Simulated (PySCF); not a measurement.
**Electron correlation in Ru (ruthenium, neutral)**

[Kr] 4d7 5s1, high-spin 5F determinant. Calculation: PySCF 2.14, in ANO-RCC-VTZP (7s6p4d2f1g, 68 functions); scalar relativity by spin-free X2C-1e. Frozen: [Kr]; 8 electrons correlated.

```json
{"level": "CCSD", "correlation energy (mhartree)": "-190.50"}
{"level": "(T)", "correlation energy (mhartree)": "-7.48"}
{"level": "CCSD(T)", "correlation energy (mhartree)": "-197.98"}
```

Diagnostics: T1 = 0.016, D1 = 0.0590, largest double amplitude 0.036.

**Question.** Is a single reference adequate?

**Answer.** Yes, within this model without spin-orbit coupling: T1 lies below 0.03 and no double amplitude reaches 0.07.
